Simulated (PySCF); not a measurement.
B(H)2(OH) (BH3O), SMILES BO.

The structure is a stationary point at PBE0-D3(BJ)/def2-TZVP.

Level of theory: TDDFT-B3LYP/def2-TZVPD (PySCF 2.14.0).

Vertical excitations. The molecule is in vacuum. State labels are in the subgroup Cs.

Computed UV-visible absorptions:
```csv
state,symmetry,energy (eV),λ (nm),f,main pairs
S1,A",6.41,193,0.000,HOMO→LUMO 100 %
S2,A',7.39,168,0.003,HOMO→LUMO+1 99 %
S3,A',8.61,144,0.062,HOMO→LUMO+2 98 %
S4,A",8.87,140,0.000,"HOMO−2→LUMO 62 %, HOMO−1→LUMO+1 36 %"
S5,A",8.97,138,0.056,"HOMO−1→LUMO+1 62 %, HOMO−2→LUMO 36 %"
S6,A',9.09,136,0.131,"HOMO−1→LUMO 65 %, HOMO→LUMO+3 30 %"
S7,A',9.36,133,0.008,"HOMO→LUMO+3 67 %, HOMO−1→LUMO 26 %"
S8,A",9.71,128,0.004,HOMO→LUMO+4 99 %
S9,A',9.87,126,0.047,"HOMO−2→LUMO+1 64 %, HOMO→LUMO+5 30 %"
S10,A',9.94,125,0.065,"HOMO→LUMO+5 65 %, HOMO−2→LUMO+1 29 %"
T1,A",5.81,213,0,HOMO→LUMO 98 %
T2,A',7.19,172,0,HOMO→LUMO+1 96 %
T3,A',7.32,169,0,HOMO−1→LUMO 97 %
T4,A",8.12,153,0,HOMO−2→LUMO 95 %
```
Triplets are in the Tamm–Dancoff approximation, which puts them higher than full response would, so one can lie above its singlet here.
